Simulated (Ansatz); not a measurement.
# Two structures, one formula

The two ends of one reaction step of SiNH$_{8}$OF, closed shell (PBE0-D4/def2-TZVP).

A:

```
12
angstrom
Si -0.7526 -0.1024 0.4167
H 0.5234 0.6441 0.7253
H -1.0034 0.0205 -1.0368
H -0.5782 -1.4864 0.9011
N -2.1126 0.5668 1.2237
H 2.0679 -0.6914 -1.3202
O 1.4827 -1.4067 -1.0457
H 1.6173 1.1230 -0.2670
F 2.3092 1.2845 -0.8788
H -2.2348 0.4344 2.2144
H -2.5098 1.4420 0.9240
H 1.1907 -1.8282 -1.8566
```

B:

Si1  (-0.811, -0.989, -0.208)
H2  (1.339, 1.523, 2.194)
H3  (-1.985, -1.710, -0.757)
H4  (0.004, -1.777, 0.736)
N5  (-1.404, 0.409, 0.544)
H6  (1.681, -0.019, -1.013)
O7  (0.271, -0.742, -1.466)
H8  (1.648, 1.347, 1.536)
F9  (2.416, 0.456, -0.653)
H10  (-0.816, 1.012, 1.096)
H11  (-2.262, 0.854, 0.267)
H12  (-0.080, -0.365, -2.276)
(Å)

Program: Ansatz 0.2.0. Basis: def2-TZVPP. Cores are frozen in the correlated methods. B3LYP uses VWN-RPA correlation.

Task: Which structure is lower at CCSD(T), and by how much? (To be estimated.)

Result: Computed: B, by 96.3 kJ/mol (electronic energy, against the other). By their contacts, A is a complex of SiNH₅ ([NH2][SiH3]) + H₂O + HF and B is a complex of SiNH₅O ([NH2][SiH2][OH]) + HF + H₂.

All methods give the same order:

```csv
method,E(B) − E(A) (kJ/mol)
SPW92,-89.0
PBE-D4,-89.9
BLYP-D4,-97.7
r2SCAN-D4,-97.7
B97M-V,-90.6
PBE0-D4,-91.3
B3LYP-D4,-98.2
r2SCAN0-D4,-97.4
BHLYP-D4,-99.8
CAM-B3LYP-D4,-100.2
wB97X-V,-96.1
wB97M-V,-96.2
B2PLYP,-99.4
PBE-QIDH,-96.4
RPA on PBE,-94.5
HF,-99.2
MP2,-102.8
CCSD,-95.3
CCSD(T),-96.3
```

The T1 diagnostic stays at or below 0.011.

Labels in which every atom is bracketed show which atoms are joined, not bond orders.

For scale, one of the runs: CCSD(T)/def2-TZVPP, 247 basis functions, launched by `ansatz run in.yaml --threads 4 --pin off --events-out ev --progress --plain --max-ram 9574MiB`. The run took 2.1 min on 4 CPU threads of an Arm Neoverse V1 (shared host), with 5.2 GiB of host memory at its peak.
